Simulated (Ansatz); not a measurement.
System: InF₃, charge -1, multiplicity 2. SMILES of the parent species: [F][In]([F])[F]
Geometry from a B3LYP-D3(BJ)/def2-TZVP (Ansatz, a program for electronic structure) optimisation:
```xyz
4

In     0.0573    -0.0993    -0.2491
F     -1.7173    -0.8024     0.4724
F     -0.0768     1.9370    -0.2416
F      1.4820    -0.5941     1.1256
```
Charge -1, spin multiplicity 2.

Parts of the frozen-core correlation energy in def2-SVPD (Ansatz, hartree). Frozen orbitals: 12; correlated occupied orbitals by spin: 13 and 12; virtual: 76 and 77. UHF or UKS for open shells. No spin-orbit coupling. In def2 rows, elements after Kr have scalar-relativistic effective core potentials.

| term | value |
|---|---|
| reference (HF) | -487.45473 |
| MP2 opposite-spin | -0.48299 |
| MP2 same-spin | ___ |
| CCSD correlation | ___ |
| (T) | ___ |
| T1 diagnostic | 0.020 |
| largest doubles amplitude | 0.012 |
| <S^2> of the reference | 0.753 |

Task: Complete the blanks.

Result: 
- MP2 same-spin, value: -0.18928
- CCSD correlation, value: -0.67056
- (T), value: -0.01597
